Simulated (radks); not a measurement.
Species: Tc2+. Configuration: [Kr] 4d5.

All-electron calculation, Dirac Kohn-Sham, LDA (Slater exchange, Perdew-Wang correlation), spin-unpolarised, spherical densities, finite nucleus; open shells are shared between the two j in proportion to 2j + 1; Fermi nuclear charge, rms radius 4.4112 fm. Program: a radial shooting solver on a logarithmic mesh with Libxc functionals.

Energy parts (eV):
total: -116492.042
kinetic: 120968.213
electron-nucleus: -280950.617
Hartree: 46855.348
exchange-correlation: -3364.986

Orbitals (lengths in bohr, moments of r in powers of bohr; r(max) is where P^2 peaks):
orbital  occ.  eigenvalue (eV)   r(max)  small-component weight
1s1/2       2        -20845.71  0.02231                2.46e-02
2s1/2       2        -2988.167   0.1264                5.06e-03
2p1/2       2        -2758.684  0.09815                5.08e-03
2p3/2       4        -2640.623   0.1021                4.90e-03
3s1/2       2        -533.4287   0.3730                1.36e-03
3p1/2       2        -445.1497   0.3596                1.31e-03
3p3/2       4        -425.3916   0.3691                1.27e-03
3d3/2       4        -268.5642   0.3093                1.15e-03
3d5/2       6        -264.7623   0.3120                1.14e-03
4s1/2       2         -89.6831   0.9478                3.23e-04
4p1/2       2         -63.7668    1.004                2.74e-04
4p3/2       4         -60.7696    1.029                2.62e-04
4d3/2       2         -22.9211    1.259                1.47e-04
4d5/2       3         -22.6104    1.271                1.44e-04

The highest occupied level is 4d5/2 at -22.610 eV. Summed over all electrons, <r^2> = 31.34 bohr^2, which gives a Langevin (diamagnetic) susceptibility term of -24.8 x 10^-6 cm^3/mol. The electron density at the nucleus is 9.97e+04 e/bohr^3.
